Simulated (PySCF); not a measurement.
C3H8ClFSi, SMILES [Si@H](F)(CCC)Cl. Atoms are numbered in the order given.

```xyz
14

C     -3.4111    -0.4963     0.4124
C     -1.9647    -0.9284     0.2279
C     -1.0209     0.2412    -0.0588
Si     0.7493    -0.2683    -0.2833
F      1.2572    -1.0181     1.0637
Cl     1.9335     1.3951    -0.5523
H     -3.7944     0.0079    -0.4891
H     -3.5102     0.2091     1.2526
H     -4.0655    -1.3568     0.6188
H     -1.9034    -1.6630    -0.5945
H     -1.6181    -1.4609     1.1297
H     -1.0525     0.9816     0.7603
H     -1.3329     0.7850    -0.9688
H      0.9829    -1.1996    -1.4150
```

The structure is a stationary point at PBE0-D3(BJ)/def2-SVP. The structure was generated by enumeration; whether it is a known compound was not checked. Other conformers were not sampled.

Calculation: TDDFT-PBE/def2-SVPD in PySCF 2.14.0.

Vertical excitations. The molecule is in vacuum.

```
state  energy (eV)  λ (nm)      f                                              main pairs
-----  -----------  ------  -----  ------------------------------------------------------
S1            7.08     175  0.008                                          HOMO→LUMO 96 %
S2            7.19     172  0.006                                        HOMO→LUMO+1 97 %
S3            7.33     169  0.071                                        HOMO→LUMO+2 97 %
S4            7.81     159  0.019                      HOMO−1→LUMO 72 %, HOMO−2→LUMO 21 %
S5            7.89     157  0.015  HOMO→LUMO+3 44 %, HOMO−2→LUMO 34 %, HOMO−1→LUMO+1 10 %
S6            7.92     157  0.012  HOMO→LUMO+3 48 %, HOMO−2→LUMO 30 %, HOMO−1→LUMO+2 14 %
S7            7.95     156  0.008                  HOMO−1→LUMO+1 60 %, HOMO−2→LUMO+1 22 %
S8            7.99     155  0.011                    HOMO−1→LUMO+2 61 %, HOMO−3→LUMO 16 %
S9            8.02     155  0.011                    HOMO−3→LUMO 72 %, HOMO−1→LUMO+2 11 %
S10           8.08     154  0.010                  HOMO−2→LUMO+1 61 %, HOMO−1→LUMO+1 18 %
T1            6.79     183      0                                          HOMO→LUMO 98 %
T2            6.96     178      0                                        HOMO→LUMO+1 99 %
T3            7.18     173      0                                        HOMO→LUMO+2 98 %
T4            7.46     166      0                                        HOMO−1→LUMO 92 %
```
Triplets are in the Tamm–Dancoff approximation, which puts them higher than full response would, so one can lie above its singlet here.
